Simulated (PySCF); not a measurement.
ClH₆NSi₃, SMILES [SiH2]1N[SiH2][SiH]1Cl. Atoms are numbered in the order given.

```xyz
11

Cl     2.4064     0.3941     0.0000
Si     0.6448    -0.7101     0.0000
Si    -1.0470     0.0472    -1.4499
N     -1.9804     0.3888     0.0000
Si    -1.0470     0.0472     1.4499
H      1.0005    -2.1585     0.0000
H     -1.6989    -0.9526    -2.3557
H     -0.7163     1.2519    -2.2746
H     -2.9269     0.7593     0.0000
H     -0.7163     1.2519     2.2746
H     -1.6989    -0.9526     2.3557
```

Coordinates come from a PBE0-D3(BJ)/def2-SVP optimisation. The structure was generated by enumeration, and PubChem lists no compound with its InChIKey, so it may never have been made.

Computed with PBE/pcSseg-1 (PySCF).

GIAO shieldings, no solvent; atoms alike by connectivity are averaged. δ = σ(ref) − σ: ³⁵Cl against HCl (σ = 936.5 ppm); ²⁹Si against TMS (σ = 335.4 ppm); ¹⁵N against NH3 (σ = 267.0 ppm); ¹H against TMS (σ = 31.49 ppm), references at their B3LYP-D3(BJ)/def2-TZVP geometries, non-relativistic (without spin–orbit terms, shifts of atoms bonded to Cl or Br come out too high).

Computed chemical shifts:
| nucleus | atoms | count | δ (ppm) |
|---|---|---|---|
| ³⁵Cl | Cl1 | 1 | -72.6 |
| ²⁹Si | Si2 | 1 | 16.8 |
| ²⁹Si | Si3, Si5 | 2 | -9.8 |
| ¹⁵N | N4 | 1 | 29.7 |
| ¹H | H6 | 1 | 6.42 |
| ¹H | H7, H8, H10, H11 | 4 | 6.11 |
| ¹H | H9 | 1 | 0.25 |
